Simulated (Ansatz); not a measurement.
Ansatz (an electronic-structure program) input:

Ansatz 0.2 input:
```yaml
crystal:
  periodic: [false, false, false]
  atoms:
    - {symbol: Hg, position_ang: [-0.67274244, -0.68811129, -0.60131468]}
    - {symbol: Cl, position_ang: [0.61969770, 0.65871299, 0.58082963]}
basis:
  gaussian:
    orbitals: def2-TZVP
hamiltonian:
  xc: b3lyp
  dispersion: d3bj
total_charge: 1
relax: {f_tol: 0.002, max_steps: 150}
```

Q: Which total energy does the run end on?

A: -613.43454 Eh (B3LYP-D3(BJ)/def2-TZVP). The basis has 80 functions.
